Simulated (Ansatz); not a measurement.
`O[Si](O)(O)[O][Sn]([Cl])([O][Si](O)(O)O)[O][Si](O)(O)O`, 26 atoms. Charge 0, multiplicity 1. Correlated methods include outer-core shells of Sn, which these sets cover unevenly. Sn takes the def2 core potential. All runs use 11 threads of an AMD EPYC 7R13 on a shared host and a whole NVIDIA H100 80 GB. Correlated methods freeze the cores.

(1) How many basis functions does each run have, and how long does it take in Ansatz? RKS PBE0-D4/def2-QZVPP energy; RKS B2PLYP (frozen core)/def2-TZVPP energy; RKS ωB97M-V/def2-SVP energy; RKS B97M-V/def2-TZVPP energy; RHF-MP2/def2-QZVPP energy; RKS PBE0-D4/def2-TZVP relaxation (48 steps); RKS PBE0-D4/def2-SVP energy; RKS ωB97M-V/def2-QZVPP energy; direct RPA on PBE orbitals/def2-TZVPP energy; RKS r2SCAN0-D4/def2-TZVPP energy; RHF-CCSD(T)/def2-SVP energy; RKS PBE-D4/def2-TZVPP energy and forces. (An estimate is asked.)

Results:

(1) Computed: Other jobs shared the machine, so times are rough.

| level | job | functions | wall time | peak host memory (GiB) |
| --- | --- | --- | --- | --- |
| RKS PBE0-D4/def2-SVP | energy | 311 | 2.2 s | 2.3 |
| RKS ωB97M-V/def2-SVP | energy | 311 | 3.2 s | 2.3 |
| RKS PBE-D4/def2-TZVPP | energy and forces | 716 | 3.5 s | 1.3 |
| RKS r2SCAN0-D4/def2-TZVPP | energy | 716 | 3.9 s | 2.3 |
| RKS B97M-V/def2-TZVPP | energy | 716 | 4.3 s | 1.5 |
| RKS B2PLYP (frozen core)/def2-TZVPP | energy | 716 | 6 s | 4.8 |
| direct RPA on PBE orbitals/def2-TZVPP | energy | 716 | 7 s | 4.8 |
| RKS PBE0-D4/def2-QZVPP | energy | 1316 | 7 s | 2.3 |
| RKS ωB97M-V/def2-QZVPP | energy | 1316 | 10 s | 2.3 |
| RHF-MP2/def2-QZVPP | energy | 1316 | 11 s | 2.3 |
| RHF-CCSD(T)/def2-SVP | energy | 311 | 18 s | 2.3 |
| RKS PBE0-D4/def2-TZVP | relaxation (48 steps) | 624 | 110 s | 1.9 |
